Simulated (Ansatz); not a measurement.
The first iterations of a band of AlClH$_{4}$N$_{2}$ (8 atoms, charge 0, multiplicity 1).

Computed with RKS r2SCANh/def2-SVP in Ansatz.

```
movable images  : 7
climbing image  : yes
spring          : 5.0 eV/Å²
optimiser       : quadratic models (default)
start path      : through a guess of the saddle point
force threshold : 0.05 eV/Å
iteration limit : 60
end points      : relaxed
```

First end point:

```xyz
8
Properties=species:S:1:pos:R:3
Al -0.303 0.282 0.262
N 0.919 1.074 -0.730
N -0.499 -1.466 0.367
H 0.059 -2.162 -0.111
Cl -1.607 1.497 1.387
H 1.601 0.616 -1.322
H 1.036 2.078 -0.786
H -1.205 -1.921 0.932
```

Last end point:

```xyz
8
Properties=species:S:1:pos:R:3
Al -0.771 0.104 0.537
N 0.823 0.447 -0.629
N -0.619 -1.571 0.594
H 1.081 -0.545 -0.714
Cl -1.577 2.028 0.922
H 0.656 0.830 -1.560
H 1.604 0.962 -0.223
H -1.197 -2.255 1.073
```

| iteration | highest image above the first end (eV) | largest band force component (eV/Å) |
| --- | --- | --- |
| 1 | 3.269 | 12.785 |
| 2 | 2.643 | 1.940 |
| 3 | 2.708 | 2.306 |
| 4 | 2.749 | 1.789 |
| 5 | 2.481 | 1.679 |

Task: Does the band converge within its limit, and where does its top end?

Result: It converged. It ended after 17 iterations with the highest image 2.442 eV above the first end. A vibrational analysis at the climbing image gives one clearly imaginary mode, 934i cm⁻¹: a first-order saddle point. The orbitals stay closed-shell, which can raise the energy where a bond breaks towards radicals; this wasn't checked here.

Run time: 2.5 min on 2 threads of Intel(R) Xeon(R) 6975P-C (Granite Rapids) (shared host), peak memory 0.23 GiB.
